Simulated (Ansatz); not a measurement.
`C=C([SiH3])C[SiH3]` + `CC[SiH2]O` → `CC[SiH2]O[SiH3]` + `C=C(C)[SiH3]`  (ligand exchange at the Si–C bond)

Gas-phase electronic energies from Ansatz, PBE0-D4/def2-TZVP geometries. CBS: MP2 limit from def2 TZ/QZ plus the TZ coupled-cluster correction, frozen cores. DFT in def2-TZVPP. B3LYP here is the variant with VWN-RPA as its local correlation; programs differ in this. One conformer a species, not always the lowest.

`C=C([SiH3])C[SiH3]`:

Cartesian coordinates in Å:
```
C 1.076 0.070 1.562
C 0.648 0.209 0.306
Si 1.638 -0.556 -1.084
C -0.607 0.961 -0.029
Si -2.110 -0.181 -0.062
H 1.972 -0.493 1.802
H 0.547 0.518 2.401
H 2.107 0.512 -2.010
H 2.808 -1.278 -0.521
H 0.808 -1.499 -1.882
H -0.807 1.741 0.715
H -0.534 1.459 -1.002
H -2.342 -0.724 1.302
H -1.886 -1.312 -0.999
H -3.317 0.573 -0.498
```

`CC[SiH2]O`:

Cartesian coordinates in Å:
```
C 0.135 -1.410 0.513
C -0.587 -0.078 0.695
Si 0.107 1.300 -0.358
O 0.023 0.959 -1.974
H 1.200 -1.324 0.748
H 0.053 -1.768 -0.517
H -0.279 -2.189 1.158
H -1.653 -0.186 0.465
H -0.534 0.248 1.741
H 1.529 1.533 0.036
H -0.676 2.547 -0.172
H 0.684 0.368 -2.336
```

`CC[SiH2]O[SiH3]`:

Z-matrix (Å, degrees):
```
C
C 1 1.526
H 1 1.093 2 111.4
H 1 1.093 2 111.6 3 120.1
H 1 1.093 2 111.4 3 -119.7
Si 2 1.866 1 113.9 3 60.7
H 2 1.096 1 110.5 3 -61.7
H 2 1.097 1 110.6 3 -178.4
O 6 1.641 2 110.9 1 -57.8
H 6 1.490 2 110.1 1 -178.8
H 6 1.487 2 110.4 1 60.5
Si 9 1.631 6 146.0 2 -56.7
H 12 1.483 9 108.5 6 178.1
H 12 1.488 9 110.3 6 58.3
H 12 1.487 9 110.5 6 -61.8
```

`C=C(C)[SiH3]`:

Cartesian coordinates in Å:
```
C -1.583 -0.007 -0.248
C -0.258 -0.078 -0.134
C 0.573 -0.929 -1.048
Si 0.607 0.905 1.198
H -2.187 0.607 0.412
H -2.120 -0.566 -1.013
H 1.313 -0.325 -1.583
H -0.044 -1.446 -1.787
H 1.134 -1.680 -0.484
H 1.376 0.000 2.097
H -0.392 1.662 1.996
H 1.581 1.857 0.594
```

(1) Is it downhill or uphill in electronic energy at CCSD(T)/CBS, and by how much? (Estimate.)

(2) What do these levels give: B3LYP-D4, PBE, B3LYP, HF/def2-TZVPP, MP2/def2-TZVPP, CCSD/CBS(def2)? (Best estimate.)

Largest T1 diagnostic among the species: 0.011.

Answers

(1) Computed: Downhill: ΔE = -111.7 kJ/mol.

(2) Computed: B3LYP-D4 -114.3, PBE -98.2, B3LYP -117.7, HF/def2-TZVPP -138.9, MP2/def2-TZVPP -111.0, CCSD/CBS(def2) -115.9 kJ/mol.

From PBE to PBE0 (25 % exact exchange), in def2-TZVPP and without D4, ΔE moves by −6.1 kJ/mol. The D4 term adds +3.3 kJ/mol with B3LYP and +1.7 kJ/mol with PBE0; it sums over pairs of atoms, weighted by their polarisabilities, and B3LYP, whose exchange is more repulsive, gets the larger term.
